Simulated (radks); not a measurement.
Initial-state core-level shifts of neutral phosphorus when its valence configuration changes from [Ne] 3s2 3p3. Calculated with a radial shooting solver on a logarithmic mesh with Libxc functionals: scalar-relativistic Kohn-Sham, PBE, spin-polarised, spherical densities, point nucleus; open shells are filled with parallel spins first. Shifts are changes of the shell-averaged eigenvalues in eV (positive: less bound).

valence	1s	2s	2p
3s1.5 3p3.5	-0.830	-0.811	-0.805
3s1 3p4	-1.650	-1.613	-1.602
3p5	-3.555	-3.443	-3.420
3s0.5 3p4.5	-2.672	-2.591	-2.575
